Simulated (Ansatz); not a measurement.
Coupled-cluster run, C2H7BBrN, SMILES `CNBCBr`.

```yaml
crystal:
  periodic: [false, false, false]
  atoms:
    - {symbol: C, position_ang: [-1.098789, 0.732274, 0.941160]}
    - {symbol: N, position_ang: [0.333310, 0.703830, 0.759027]}
    - {symbol: B, position_ang: [1.085891, -0.091488, -0.092474]}
    - {symbol: C, position_ang: [0.443332, -1.197153, -1.017116]}
    - {symbol: Br, position_ang: [0.063219, -0.292416, -2.715621]}
    - {symbol: H, position_ang: [-1.376474, 0.512551, 1.976527]}
    - {symbol: H, position_ang: [-1.510414, 1.710806, 0.677388]}
    - {symbol: H, position_ang: [-1.572640, -0.006748, 0.297263]}
    - {symbol: H, position_ang: [0.820790, 1.404424, 1.294420]}
    - {symbol: H, position_ang: [2.269001, 0.094323, -0.122732]}
    - {symbol: H, position_ang: [-0.505275, -1.620299, -0.691720]}
    - {symbol: H, position_ang: [1.125146, -2.005203, -1.272121]}
basis:
  gaussian: {orbitals: def2-TZVPP}
correlation: {method: ccsd_t}
```

```sh
$ ansatz run in.yaml --threads 4 --pin off --events-out ev --progress --plain --max-ram 10444MiB
```

Log, shortened:

```
Functional definition: HF
1621 factors; integrals over basis functions are off by at most 1.2e-3 eV
mean field evaluation 1: about -74323.4784 eV, gradient 3.5e1 eV
mean field evaluation 2: about -74323.6927 eV, gradient 3.5e1 eV
mean field evaluation 4: about -74326.8670 eV, gradient 4.5e0 eV
mean field evaluation 8: about -74326.9277 eV, gradient 1.8e-1 eV
mean field -74326.92783702 eV, -2731.4642174095 hartree, gradient 1.5e-6 eV, S^2 0.000000; 0 other end points of the search recorded, 0 dependent functions left out
13 core orbitals not correlated: weight in the atoms' cores, before any rotation towards them, 1.000 or more for the frozen orbitals, at most 0.000 for the correlated occupied ones
reference -74326.92783702 eV, -2731.4642174095 hartree; 20, 20 occupied and 237, 237 virtual orbitals, 1621 factors
second order -25.55796957 eV of doubles, -0.00000000 eV of singles
cycle   1  -26.01114883 eV  change   -4.5e-1 eV  update   1.0e-1
cycle   2  -26.62286110 eV  change   -6.1e-1 eV  update   2.8e-2
cycle   3  -26.72998375 eV  change   -1.1e-1 eV  update   1.5e-2
cycle   4  -26.71580979 eV  change    1.4e-2 eV  update   4.4e-3
cycle   5  -26.71678197 eV  change   -9.7e-4 eV  update   2.4e-3
cycle   6  -26.71737238 eV  change   -5.9e-4 eV  update   7.3e-4
cycle   7  -26.71698894 eV  change    3.8e-4 eV  update   3.0e-4
cycle   8  -26.71697185 eV  change    1.7e-5 eV  update   8.5e-5
cycle   9  -26.71699114 eV  change   -1.9e-5 eV  update   3.2e-5
perturbative correction -1.03598858 eV, -0.0380718780 hartree
Total energy: -74354.68081675 eV, -2732.4841206026 hartree
```

Hardware: 4 threads of an Arm Neoverse V1 on a shared host. Wall time 7.2 min, peak host memory 7.4 GiB.

MP2 recovers 92.1 % of the CCSD(T) correlation energy and the triples give 3.7 %; T1 = 0.0104.
